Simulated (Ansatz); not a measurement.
Input for Ansatz (a program for electronic structure): R-r2SCAN/def2-TZVPP on BrH3PbSi (SMILES [SiH3][Pb][Br]), a point of a torsion scan. Elements past Kr take the def2 small-core potentials; no spin–orbit coupling.

Ansatz 0.2 input:
```yaml
crystal:
  periodic: [false, false, false]
  atoms:
    - {symbol: Si, position_ang: [-0.77302147, 0.01879504, 0.03434136]}
    - {symbol: Pb, position_ang: [1.57643578, 1.34106496, -0.18104926]}
    - {symbol: Br, position_ang: [2.23440336, 1.11590340, 2.31806704]}
    - {symbol: H, position_ang: [-1.13554207, -0.48443158, 1.35337710]}
    - {symbol: H, position_ang: [-1.91143086, 0.84250992, -0.39022906]}
    - {symbol: H, position_ang: [-0.83295978, -1.14863377, -0.85342664]}
basis:
  gaussian:
    orbitals: def2-TZVPP
hamiltonian:
  xc: {name: r2SCAN}
scf: {lower_state_search: off}
```

Program output:

```
WARN ansatz: RAYON_NUM_THREADS=1 ignored (pool sized by the plan → 1); use --threads N
Functional definition: r2SCAN
these checks for a lower state are left out or cut short: stability, starts, cluster_reference, orbital_swaps, neighbouring_geometries, increment
integrals: 0.12 GiB planned
1223 factors; their error is unknown
mean field: 0.70 GiB planned
mean field evaluation 1: about -83222.0010 eV, gradient 2.3e1 eV
mean field evaluation 2: about -83217.0882 eV, gradient 4.5e1 eV
mean field evaluation 4: about -83224.0989 eV, gradient 4.2e0 eV
mean field evaluation 8: about -83224.1392 eV, gradient 8.2e-2 eV
mean field evaluation 16: about -83224.0996 eV, gradient 7.5e-5 eV
mean field -83224.09959354 eV, -3058.4292487420 hartree, gradient 4.6e-6 eV, S^2 0.000000; 0 other end points of the search recorded, 0 dependent functions left out
reference -83224.09960709 eV, -3058.4292492397 hartree; 37, 37 occupied and 145, 145 virtual orbitals, 1223 factors
Total energy: -83224.09960709 eV, -3058.4292492397 hartree
Checks for a lower state left out: stability, starts, cluster_reference, orbital_swaps, neighbouring_geometries, increment
```

The calculation finished and met its thresholds.

Cost: roughly 8 core-seconds.
